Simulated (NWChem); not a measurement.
# CH6ClNOSi; SMILES C[Si@](N)(O)Cl

```xyz
11

C      1.7020     1.0178     0.1744
Si    -0.0266     0.3463     0.0655
N     -0.8436     1.0816    -1.2562
O     -0.9326     0.5641     1.4381
Cl     0.1184    -1.7232    -0.0838
H      2.2844     0.7642    -0.7250
H      2.2196     0.5818     1.0419
H      1.6966     2.1131     0.2879
H     -1.7759     0.7633    -1.5015
H     -0.3173     1.3056    -2.0942
H     -1.3704     1.4193     1.4892
```
Atoms are numbered in this order, from 1.

The geometry was optimised at PBE0/def2-SVP.

Task: Give the principal values of the shielding tensors (ppm) of C1, Si2, N3, O4, Cl5 from BHandHLYP/pcSseg-1, GIAO (NWChem), with their diamagnetic and paramagnetic parts as GIAO splits them.

Result: 
```tsv
atom	σ11	σ22	σ33	isotropic	diamagnetic	paramagnetic
C1	175.5	178.2	193.2	182.3	255.9	-73.6
Si2	337.6	360.1	384.9	360.9	879.5	-518.7
N3	206.2	216.4	260.2	227.6	319.8	-92.3
O4	241.9	278.0	309.8	276.6	391.1	-114.5
Cl5	797.3	840.2	1042.5	893.3	1149.2	-255.8
```
